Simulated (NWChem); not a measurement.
System: HgCl cation; SMILES [Hg+][Cl]

Computed with NWChem. Coordinates come from a PBE0/def2-SVP optimisation. def2 effective core potentials on Hg; no spin-orbit coupling. B3LYP is NWChem's, with the RPA form of VWN correlation. Vertical excitations in the gas phase; the lowest state need not have the same character in each row.

For level B3LYP/def2-SVPD, full TDDFT:

```yaml
lowest excitation, singlet (eV): 1.77
lowest state with f > 0.02, singlet (eV): 4.81
oscillator_strength_of_that_bright_state: 0.172
orbital gap (eV): 2.98
```

Question: What are these values for level PBE0/def2-SVPD, full TDDFT?

Answer: lowest excitation, singlet (eV): 1.94
lowest state with f > 0.02, singlet (eV): 4.94
oscillator strength of that bright state: 0.184
orbital gap (eV): 3.51
